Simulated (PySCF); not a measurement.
**From a log to its input**

A PySCF 2.14 run on the atoms He 0 0 0 (angstrom) printed this (some set-up lines and the per-cycle HOMO/LUMO lines with their warnings removed):

```
PySCF version 2.14.0


nuclear repulsion = 0
number of shells = 5
number of NR pGTOs = 11
number of NR cGTOs = 9
basis = aug-cc-pvdz
ecp = {}

******** <class 'pyscf.scf.hf.RHF'> ********
method = RHF
initial guess = minao
damping factor = 0
level_shift factor = 0
DIIS = <class 'pyscf.scf.diis.CDIIS'>
SCF conv_tol = 1e-09
SCF max_cycles = 50
Initial guess from minao.
init E= -2.85516254077769
cycle= 1 E= -2.85569958012527  delta_E= -0.000537  |g|= 0.00363  |ddm|= 0.0325
cycle= 2 E= -2.85570443625716  delta_E= -4.86e-06  |g|= 0.000685  |ddm|= 0.00552
cycle= 3 E= -2.85570466687162  delta_E= -2.31e-07  |g|= 3.79e-05  |ddm|= 0.00137
cycle= 4 E= -2.85570466771043  delta_E= -8.39e-10  |g|= 2.02e-08  |ddm|= 7.7e-05
Extra cycle  E= -2.85570466771043  delta_E= -8.88e-16  |g|= 1.75e-09  |ddm|= 1.46e-08
converged SCF energy = -2.85570466771043

******** <class 'pyscf.mp.mp2.RMP2'> ********
nocc = 1, nmo = 9
E(RMP2) = -2.88266717926018  E_corr = -0.0269625115497479
E(SCS-RMP2) = -2.88805968157013  E_corr = -0.0323550138596975
E_corr(same-spin) = 3.46944695195361e-18
E_corr(oppo-spin) = -0.0269625115497479
Dipole moment(X, Y, Z, Debye):  0.00000, -0.00000, -0.00000
orbital energies (hartree): [-0.9171  0.1744  0.5304  0.5304]
```

Task: Write the input that gave this log.

Result: The input was:

```python
from pyscf import gto, scf, mp

mol = gto.M(
    atom='He 0 0 0',
    basis='aug-cc-pvdz',
    charge=0,
    spin=0,
    verbose=4,
)
mf = scf.RHF(mol)
mf.kernel()
mp.MP2(mf).kernel()
mf.dip_moment()
print('orbital energies (hartree):', mf.mo_energy[..., max(0, mol.nelec[1]-3):mol.nelec[0]+3].round(4))
```
